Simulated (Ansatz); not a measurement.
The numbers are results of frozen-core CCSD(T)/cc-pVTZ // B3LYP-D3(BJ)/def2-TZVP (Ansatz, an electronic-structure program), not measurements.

Ansatz 0.2 input:
```yaml
crystal:
  periodic: [false, false, false]
  atoms:
    - { symbol: O, position_ang: [1.477786, -0.570825, 0.159079] }
    - { symbol: Si, position_ang: [-0.039734, 0.001953, 0.096748] }
    - { symbol: O, position_ang: [-0.03691, 1.509374, -0.505342] }
    - { symbol: O, position_ang: [-0.956473, -0.962485, -0.832926] }
    - { symbol: F, position_ang: [-0.647717, 0.031986, 1.576769] }
    - { symbol: H, position_ang: [1.631384, -1.452416, 0.506888] }
    - { symbol: H, position_ang: [0.457309, 2.194574, -0.049254] }
    - { symbol: H, position_ang: [-1.885646, -0.752161, -0.951963] }
basis:
  gaussian: { orbitals: cc-pVTZ }
correlation:
  method: ccsd_t
```

Output:

```
Functional definition: HF
1176 factors; integrals over basis functions are off by at most 9.9e-4 eV
mean field evaluation 1: about -16732.4989 eV, gradient 5.7e1 eV
mean field evaluation 2: about -16732.7073 eV, gradient 5.7e1 eV
mean field evaluation 4: about -16737.7359 eV, gradient 2.6e0 eV
mean field evaluation 8: about -16737.7725 eV, gradient 2.3e-1 eV
mean field evaluation 16: about -16735.9034 eV, gradient 3.3e1 eV
mean field -16737.77259115 eV, -615.1017974552 hartree, gradient 1.1e-6 eV, S^2 0.000000; 0 other end points of the search recorded, 0 dependent functions left out
9 core orbitals not correlated
reference -16737.77259115 eV, -615.1017974552 hartree; 16, 16 occupied and 171, 171 virtual orbitals, 1176 factors
second order -29.52899242 eV of doubles, -0.00000000 eV of singles
cycle   1  -29.08009598 eV  change    4.5e-1 eV  update   9.7e-2
cycle   2  -29.63155135 eV  change   -5.5e-1 eV  update   2.6e-2
cycle   3  -29.75248685 eV  change   -1.2e-1 eV  update   1.2e-2
cycle   4  -29.73291345 eV  change    2.0e-2 eV  update   2.3e-3
cycle   5  -29.73197467 eV  change    9.4e-4 eV  update   9.7e-4
cycle   6  -29.73266491 eV  change   -6.9e-4 eV  update   2.6e-4
cycle   7  -29.73249188 eV  change    1.7e-4 eV  update   9.3e-5
cycle   8  -29.73243147 eV  change    6.0e-5 eV  update   2.7e-5
cycle   9  -29.73243527 eV  change   -3.8e-6 eV  update   1.0e-5
perturbative correction -0.97498977 eV, -0.0358302132 hartree
Total energy: -16768.48001619 eV, -616.2302745112 hartree
```

Cost: around 4 core-minutes (rough).
